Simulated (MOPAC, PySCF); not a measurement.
C$_{9}$H$_{9}$B$_{2}$N, SMILES `Bc1cccc2ccc(B)nc12`, neutral singlet in the gas phase. 

Z-matrix (Å, degrees):
```
C
N 1 1.3556
C 2 1.3490 1 119.81
C 3 1.4351 2 121.58 1 -0.02
C 4 1.3834 3 119.86 2 0.03
H 4 1.1003 5 121.06 3 -180.00
H 5 1.1020 4 121.57 6 0.00
C 5 1.4218 7 119.41 4 -179.96
C 8 1.4250 5 122.38 7 0.08
C 9 1.3866 8 120.57 5 179.88
H 10 1.1005 9 120.15 8 -179.96
H 9 1.1021 10 120.69 11 -0.02
C 10 1.4189 11 119.94 9 -179.96
H 13 1.1014 10 118.97 11 0.03
C 13 1.4024 14 118.34 10 179.95
B 15 1.5508 13 119.00 14 -0.33
H 16 1.2101 15 122.61 13 -178.96
H 16 1.2193 17 119.97 15 -179.80
B 3 1.5598 2 117.32 1 179.97
H 19 1.2126 3 119.89 2 -0.03
H 19 1.2184 20 120.56 3 -180.00
```
Charge 0, multiplicity 1.

All levels are single points at this geometry (PBE-D3(BJ)/def2-SVP); Pople sets use spherical d functions. Orbital energies aren't observables, and empty levels follow the basis.

```
level                          HOMO (eV)  LUMO (eV)  gap (eV)  dipole (D)  vertical IE, Delta-SCF (eV)
-----------------------------  ---------  ---------  --------  ----------  ---------------------------
PBE-D3(BJ)/def2-TZVP in PySCF      -5.80      -3.70      2.10        4.46                            –
B3LYP/3-21G in PySCF               -6.63      -2.78      3.84        4.49                            –
B3LYP/6-311+G** in PySCF           -7.05      -3.04      4.00        4.27                            –
B3LYP/6-31G* in PySCF              -6.75      -2.70      4.05        4.30                         8.52
BP86/6-31G* in PySCF               -5.62      -3.48      2.14        4.48                            –
PBE/6-31G* in PySCF                -5.50      -3.40      2.10        4.47                            –
SVWN5/6-31G* in PySCF              -5.59      -3.64      1.96        4.59                            –
HF/3-21G in PySCF                  -8.72       0.69      9.41        4.17                            –
HF/6-31G* in PySCF                 -8.52       0.83      9.35        3.93                            –
HF/STO-3G in PySCF                 -6.72       3.78     10.49        3.13                            –
AM1 in MOPAC                       -9.17      -0.96      8.21        2.61                            –
PM3 in MOPAC                       -9.47      -1.61      7.86        4.07                            –
PM7 in MOPAC                       -9.29      -1.49      7.79        2.84                            –
```
